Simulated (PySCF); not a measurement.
A structure optimised at PBE-D3(BJ)/def2-SVP, used in a PySCF frequency run:

```xyz
8

C      2.2816    -1.0983     0.0000
C      1.1826    -0.5551     0.0000
C     -0.0776     0.0894     0.0000
Cl    -0.0955     1.8443     0.0000
C     -1.2716    -0.5577     0.0000
F     -1.3410    -1.8886     0.0000
H      3.2485    -1.5820     0.0000
H     -2.2458    -0.0443     0.0000
```

Write its SMILES, formula and point group.

C#C/C(Cl)=C\F, C4H2ClF, Cs

What are its rotational constants (standard atomic weights)?

3.4114, 2.3653, 1.3968 GHz
